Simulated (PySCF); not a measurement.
# Assigning NMR signals

Atoms are numbered as in `[CH2:1]=[CH:2][O:3]/[C:4]([SiH3:5])=[CH:6]\[SiH3:7]`. Each H is labelled by its parent atom. Ha(C1) is cis to O3; Hb(C1) is trans to O3.

Computed data (PySCF): GFN2-xTB geometry, shielding tensors at PBE0/pcSseg-1 (GIAO). One conformer, no solvent model, equivalent nuclei averaged, non-relativistic Hamiltonian.

Chemical shifts δ = σref − σ; TMS for ¹³C (σref 186.93) and ¹H (σref 31.72), all at this level.

(1) Assign these signals to the numbered atoms. ¹³C{¹H} NMR (computed): δ 174.2, 155.8, 122.0, 97.4.

(2) Assign these signals to the numbered atoms. ¹H NMR (400 MHz, computed): δ 6.87 (m, 1H), 5.61 (q, 1H), 5.06 (m, 1H), 4.52 (m, 1H), 4.33 (s, 3H), 4.17 (d, 3H).

## Answers

(1) 
| δ (ppm) | atoms | environment | reason |
| --- | --- | --- | --- |
| 174.2 | C4 | alkene carbon bearing oxygen | an sp2 carbon further deshielded by the attached heteroatom |
| 155.8 | C2 | alkene carbon bearing oxygen | – |
| 122.0 | C6 | β carbon of an enol-ether or enamine type C=C | – |
| 97.4 | C1 | β carbon of an enol-ether or enamine type C=C | the O or N lone pair pushes π density onto this β carbon and shields it |

(2) 
6.87 → H(C2), hydrogen on an alkene carbon bearing oxygen: olefinic region
5.61 → H(C6), hydrogen on a β carbon of an enol-ether or enamine type C=C: a vinylic proton, deshielded by the sp2 carbon and the C=C anisotropy
5.06 → Ha(C1), hydrogen on a β carbon of an enol-ether or enamine type C=C
4.52 → Hb(C1), hydrogen on a β carbon of an enol-ether or enamine type C=C
4.33 → H(Si5), hydrogen on a silicon bonded to C
4.17 → H(Si7), hydrogen on a silicon bonded to C

Shifts are as computed. Against solution values, carbons near 30 ppm lie about +3 ppm off and those near 130 ppm about +5 ppm. Of 1211 compounds with measured shifts, 218 miss one by over three times the rms of a fit or turn the order of signals round; such compounds aren't used in these exercises. Multiplicities follow the n + 1 count of equivalent neighbours, as no J values were calculated; m marks all less simple cases, F and P coupling included.
